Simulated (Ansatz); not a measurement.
`[CH3][Bi]([Cl])[Cl]` + CH₃OH → `C[O][Bi]([Cl])[Cl]` + CH₄ at 500 K and 1 bar (ligand exchange at a Bi–C bond).

Gas-phase electronic energies from Ansatz, PBE0-D4/def2-TZVP geometries. CBS: MP2 limit from def2 TZ/QZ plus the TZ coupled-cluster correction, frozen cores. This one scheme is used for every species. Elements past krypton have def2 core potentials. For Bi outer-core shells are correlated without core-valence functions, which leaves a few kJ/mol of doubt a bond. One conformer a species, not always the lowest.

```
              species  CCSD(T)/CBS energy (Eh)  H − E (kJ/mol)  S (J/(mol·K))
`[CH3][Bi]([Cl])[Cl]`              -1173.67319           140.2          419.1
                CH₃OH               -115.61712           157.0          265.4
 `C[O][Bi]([Cl])[Cl]`              -1248.84930           160.5          452.1
                  CH₄                -40.46206           135.6          206.8
```

H − E and S are ideal-gas, rigid-rotor, harmonic terms from PBE0-D4/def2-TZVP, for one conformer and one mirror image of each species. 1 Eh = 2625.50 kJ/mol, R = 8.31446 J/(mol·K).

Q: By hand: ΔE, ΔH, ΔS and ΔG.

A: ΔE = (-1248.84930) + (-40.46206) − (-1173.67319) − (-115.61712) = -0.02105 Eh = -55.3 kJ/mol. Δ(H − E) = 160.5 + 135.6 − 140.2 − 157.0 = -1.1, so ΔH = -56.4 kJ/mol. ΔS = 452.1 + 206.8 − 419.1 − 265.4 = -25.6 J/(mol·K). ΔG = -56.4 − 500 × (-25.6)/1000 = -43.6 kJ/mol.

Q: By hand: the equilibrium constant, and the temperature at which ΔG would vanish if ΔH and ΔS stayed fixed.

A: log₁₀ K = −ΔG/(RT ln 10) = 4.6. ΔG = 0 at ΔH/ΔS = 2203 K.

ΔH outweighs TΔS. A doubt of 5 kJ/mol in ΔE shifts log₁₀ K by 0.5 here. Other conformers and mirror images would add mixing entropy, several J/(mol·K) or more a flexible species. These are equilibria of isolated gas molecules and say nothing of rates. Largest T1 diagnostic: 0.014 (customary marks: 0.02 for closed shells, 0.045 for open ones).
